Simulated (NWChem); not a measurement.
System: C2H6CdO; SMILES C[O][Cd][CH3]

Parts of the log:

```
             Northwest Computational Chemistry Package (NWChem) 7.3.0
             --------------------------------------------------------

 C1  symmetry detected

                             Geometry "geometry" -> ""
                             -------------------------

 Output coordinates in angstroms (scale by  1.889725989 to convert to a.u.)

  No.       Tag          Charge          X              Y              Z
 ---- ---------------- ---------- -------------- -------------- --------------
    1 Cd                  48.0000     0.05966071    -0.31792317     0.00009021
    2 C                    6.0000    -0.22156929    -2.38739069    -0.00034007
    3 H                    1.0000     0.14257886    -2.82222102    -0.94221664
    4 H                    1.0000    -1.29051952    -2.62194639     0.10521546
    5 H                    1.0000     0.32331361    -2.84697413     0.83681508
    6 O                    8.0000     0.48141290     1.61166987    -0.00026930
    7 C                    6.0000    -0.41993474     2.66300674    -0.00002738
    8 H                    1.0000    -1.08852287     2.68711712     0.88795409
    9 H                    1.0000     0.12959532     3.62503990     0.00466863
   10 H                    1.0000    -1.08243844     2.69224148    -0.89240746

 Effective nuclear repulsion energy (a.u.)     337.0186989433

                                 NWChem DFT Module
                                 -----------------

 Summary of "ao basis" -> "ao basis" (spherical)
 ------------------------------------------------------------------------------
       Tag                 Description            Shells   Functions and Types
 ---------------- ------------------------------  ------  ---------------------
 Cd                         def2-svp                11       31   5s3p2d1f
 C                          def2-svp                 6       14   3s2p1d
 H                          def2-svp                 3        5   2s1p
 O                          def2-svp                 6       14   3s2p1d

            General Information
            -------------------
          SCF calculation type: DFT
          Wavefunction type:  closed shell.
          No. of atoms     :    10
          No. of electrons :    46
           Alpha electrons :    23
            Beta electrons :    23
          Charge           :     0
          Spin multiplicity:     1
          Use of symmetry is: off; symmetry adaption is: off
          Maximum number of iterations: 150
          AO basis - number of functions:   103
                     number of shells:    47
          Convergence on energy requested:  1.00D-06
          Convergence on density requested:  1.00D-05
          Convergence on gradient requested:  5.00D-04

              XC Information
              --------------
                         B3LYP Method XC Potential
                     Hartree-Fock (Exact) Exchange  0.200
                        Slater Exchange Functional  0.800 local
                    Becke 1988 Exchange Functional  0.720 non-local
              Lee-Yang-Parr Correlation Functional  0.810
                  VWN I RPA Correlation Functional  0.190 local

             Grid Information
             ----------------
          Grid used for XC integration:  medium
          Radial quadrature: Mura-Knowles
          Angular quadrature: Lebedev.
          Tag              B.-S. Rad. Rad. Pts. Rad. Cut. Ang. Pts.
          ---              ---------- --------- --------- ---------
          Cd                  1.55      123          11.0       590
          C                   0.70       49          14.0       434
          H                   0.35       45          14.0       434
          O                   0.60       49          12.0       434
          Grid pruning is: on
          Number of quadrature shells:   540
          Spatial weights used:  Erf1

      Superposition of Atomic Density Guess
      -------------------------------------

 Sum of atomic energies:        -344.91013500

      Non-variational initial energy
      ------------------------------

 Total energy =    -321.328467
 1-e energy   =    -853.499786
 2-e energy   =     356.424890
 HOMO         =      -0.347750
 LUMO         =      -0.034837

     ---------------------------------------------
      Total Density - Mulliken Population Analysis
     ---------------------------------------------

    Atom       Charge   Shell Charges
 -----------   ------   -------------------------------------------------------
    1 Cd  20    19.05  -0.37  1.63  0.74  0.60  0.32  5.95  0.16  0.06  9.10  0.86  0.00
    2 C    6     6.58   1.99  0.95  0.32  2.02  1.29  0.01
    3 H    1     0.88   0.66  0.19  0.03
    4 H    1     0.88   0.66  0.19  0.03
    5 H    1     0.88   0.66  0.19  0.03
    6 O    8     9.02   1.99  1.11  0.73  3.10  2.08  0.01
    7 C    6     5.89   1.99  0.92  0.22  1.86  0.86  0.05
    8 H    1     0.94   0.69  0.22  0.02
    9 H    1     0.95   0.70  0.22  0.02
   10 H    1     0.94   0.69  0.22  0.02

   convergence    iter        energy       DeltaE   RMS-Dens  Diis-err
 ---------------- ----- ----------------- --------- --------- ---------
 d= 0,ls=0.0,diis     1   -322.6035420310 -4.98D+02  2.05D-02  6.76D-01
 d= 0,ls=0.0,diis     2   -322.2209857345  3.83D-01  1.42D-02  4.33D+00
 d= 0,ls=0.0,diis     3   -322.6886634863 -4.68D-01  2.18D-03  3.47D-02
 d= 0,ls=0.0,diis     4   -322.6904203779 -1.76D-03  9.90D-04  2.01D-02
 d= 0,ls=0.0,diis     5   -322.6930280067 -2.61D-03  1.64D-04  3.87D-04
  Resetting Diis
 d= 0,ls=0.0,diis     6   -322.6930716287 -4.36D-05  6.01D-05  5.95D-05
 d= 0,ls=0.0,diis     7   -322.6930788802 -7.25D-06  1.63D-05  1.14D-06
 d= 0,ls=0.0,diis     8   -322.6930788076  7.26D-08  1.09D-05  1.84D-06
 d= 0,ls=0.0,diis     9   -322.6930790067 -1.99D-07  2.45D-06  1.27D-07

         Total DFT energy =     -322.693079006689
      One electron energy =     -856.685377920500
           Coulomb energy =      395.404694766766
    Exchange-Corr. energy =      -37.158824652119
 Nuclear repulsion energy =      175.746428799165

 Numeric. integr. density =       46.000006828678

                       DFT Final Molecular Orbital Analysis
                       ------------------------------------

 Vector   21  Occ=2.000000D+00  E=-2.972179D-01
              MO Center= -1.3D-01, -1.4D+00, -1.3D-04, r^2= 2.9D+00
   Bfn.  Coefficient  Atom+Function         Bfn.  Coefficient  Atom+Function
  ----- ------------  ---------------      ----- ------------  ---------------
     4      0.497989   1 Cd s                36      0.387720   2 C  py
     2     -0.330753   1 Cd s                39      0.233484   2 C  py
     5      0.153650   1 Cd s                34      0.145665   2 C  s
     1      0.135414   1 Cd s                19      0.134264   1 Cd d  2
     3     -0.125770   1 Cd s                 7      0.115703   1 Cd py

 Vector   22  Occ=2.000000D+00  E=-2.439345D-01
              MO Center=  2.4D-01,  1.6D+00,  1.2D-03, r^2= 3.0D+00
   Bfn.  Coefficient  Atom+Function         Bfn.  Coefficient  Atom+Function
  ----- ------------  ---------------      ----- ------------  ---------------
    64      0.433491   6 O  px               67      0.332909   6 O  px
    65      0.280948   6 O  py               94     -0.232291   9 H  s
    68      0.207200   6 O  py                4     -0.188342   1 Cd s
    95     -0.174734   9 H  s                36      0.163246   2 C  py
    78     -0.161299   7 C  px               39      0.143136   2 C  py

 Vector   23  Occ=2.000000D+00  E=-2.331046D-01
              MO Center=  1.5D-01,  1.8D+00, -1.6D-03, r^2= 1.7D+00
   Bfn.  Coefficient  Atom+Function         Bfn.  Coefficient  Atom+Function
  ----- ------------  ---------------      ----- ------------  ---------------
    66      0.564322   6 O  pz               69      0.437476   6 O  pz
    99      0.205607  10 H  s                89     -0.204109   8 H  s
   100      0.186031  10 H  s                90     -0.184946   8 H  s
    80     -0.163780   7 C  pz               16     -0.137503   1 Cd d -1
    14      0.112078   1 Cd pz               11      0.075447   1 Cd pz

 Vector   24  Occ=0.000000D+00  E=-2.462359D-02
              MO Center= -6.7D-01, -2.9D-01,  4.6D-03, r^2= 5.1D+00
   Bfn.  Coefficient  Atom+Function         Bfn.  Coefficient  Atom+Function
  ----- ------------  ---------------      ----- ------------  ---------------
     5      0.970173   1 Cd s                34     -0.703562   2 C  s
    12     -0.337536   1 Cd px               39     -0.276986   2 C  py
    63     -0.268944   6 O  s                19     -0.237354   1 Cd d  2
    77     -0.234716   7 C  s                36     -0.223441   2 C  py
    57      0.184880   5 H  s                47      0.173984   3 H  s

 Vector   25  Occ=0.000000D+00  E=-1.041125D-02
              MO Center=  7.7D-01, -4.8D-01,  7.6D-03, r^2= 5.3D+00
   Bfn.  Coefficient  Atom+Function         Bfn.  Coefficient  Atom+Function
  ----- ------------  ---------------      ----- ------------  ---------------
    12      0.805316   1 Cd px                5      0.390290   1 Cd s
    34     -0.392026   2 C  s                13     -0.270366   1 Cd py
     9      0.245007   1 Cd px                6     -0.214043   1 Cd px
    52      0.214323   4 H  s                63     -0.205714   6 O  s
    77      0.190490   7 C  s                39     -0.139578   2 C  py

[...]
```

Level: B3LYP/def2-SVP with def2 effective core potentials on Cd. All runs use the structure optimised with PBE0/def2-SVP. Not confirmed as a minimum by frequencies. def2 effective core potentials on Cd; no spin-orbit coupling.

### Question
Reconstruct the input file.

### Answer
One answer among several that fit: the input that was run:
```
start job
memory heap 200 mb stack 900 mb global 1100 mb
geometry units angstroms noautoz
  Cd     0.912142    -0.109901     0.000820
  C      0.908842    -2.198386    -0.001593
  H      1.332536    -2.579999    -0.941629
  H     -0.119919    -2.573216     0.098238
  H      1.505663    -2.582153     0.838330
  O      1.073332     1.858656     0.003155
  C      0.040093     2.780684    -0.001132
  H     -0.630385     2.714765     0.883298
  H      0.456667     3.807289     0.006706
  H     -0.615738     2.722329    -0.897005
end
basis spherical
  Cd library def2-svp
  C library def2-svp
  H library def2-svp
  O library def2-svp
end
ecp
  Cd library def2-ecp
end
dft
  xc b3lyp
  iterations 150
  mulliken
end
task dft energy
```
